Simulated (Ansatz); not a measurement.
Geometry optimisation, RKS B3LYP/def2-SVP in Ansatz 0.2.0.

Input file:

```yaml
crystal:
  periodic: [false, false, false]
  atoms:
    - { symbol: Ge, position_ang: [-0.109318, 0.031597, -0.060745] }
    - { symbol: H, position_ang: [-0.543531, -0.097557, 1.411591] }
    - { symbol: F, position_ang: [1.632045, 0.594135, 0.019148] }
    - { symbol: Cl, position_ang: [-1.199217, 1.511517, -1.147587] }
    - { symbol: H, position_ang: [0.039835, -1.225687, -0.912676] }
    - { symbol: O, position_ang: [0.584097, 1.950423, 2.09026] }
    - { symbol: Al, position_ang: [2.242046, 1.725497, 1.563259] }
    - { symbol: H, position_ang: [3.12008, 0.643308, 2.331032] }
    - { symbol: H, position_ang: [2.866701, 2.992595, 0.847525] }
    - { symbol: H, position_ang: [0.101861, 1.237172, 2.557994] }
basis:
  gaussian: { orbitals: def2-SVP }
hamiltonian:
  xc: b3lyp
relax:
  f_tol: 0.03
  max_steps: 50
```

Launched with:

```bash
$ ansatz run input.yaml --threads 4 --pin off --max-ram 5120MiB --backend cpu --events-out ev --progress --plain --runs-dir out
```

Task: Where does it end, and by what steps?

Result: The run converged. After 24 steps the energy has fallen by 1.064 eV; Cl4 moved furthest, 1.78 Å. Joined: Ge1–O6 (2.96 → 1.87 Å).

| step | energy less start (eV) | largest force component (eV/Å) | accepted |
| --- | --- | --- | --- |
| 0 | 0.0000 | 0.906 | yes |
| 1 | -0.0934 | 0.915 | yes |
| 2 | -0.1132 | 1.499 | yes |
| 3 | -0.1518 | 1.619 | yes |
| 4 | -0.1943 | 0.548 | yes |
| 5 | -0.2017 | 0.159 | yes |
| 6 | -0.2094 | 0.084 | yes |
| 7 | -0.2278 | 0.399 | yes |
| 8 | -0.2411 | 0.501 | yes |
| 9 | -0.2703 | 0.880 | yes |
| 10 | -0.2415 | 1.997 | no |
| 11 | -0.3416 | 0.578 | yes |
| 12 | -0.3854 | 0.485 | yes |
| 13 | -0.4258 | 0.545 | yes |
| 14 | -0.4865 | 0.567 | yes |
| 15 | -0.5773 | 0.954 | yes |
| 16 | -0.6927 | 1.177 | yes |
| 17 | -0.8214 | 0.922 | yes |
| 18 | -0.9226 | 0.642 | yes |
| 19 | -1.0031 | 0.502 | yes |
| 20 | -1.0507 | 0.302 | yes |
| 21 | -1.0552 | 0.419 | yes |
| 22 | -1.0599 | 0.091 | yes |
| 23 | -1.0636 | 0.043 | yes |
| 24 | -1.0638 | 0.007 | yes |

```xyz
10
Properties=species:S:1:pos:R:3
Ge -0.189 0.265 0.233
H -0.286 -1.012 1.057
F 2.098 -0.117 0.549
Cl -2.219 1.125 0.255
H 0.251 0.314 -1.223
O 0.594 1.649 1.223
Al 2.480 1.326 1.471
H 2.737 1.045 3.008
H 3.280 2.411 0.640
H -0.012 2.357 1.488
```

Whether the end is a true minimum wasn't checked by a vibrational analysis.

Run time: 91 s on 4 threads of Intel(R) Xeon(R) Platinum 8259CL CPU @ 2.50GHz (Skylake/Cascade Lake), with other jobs on the host, peak memory 0.36 GiB.
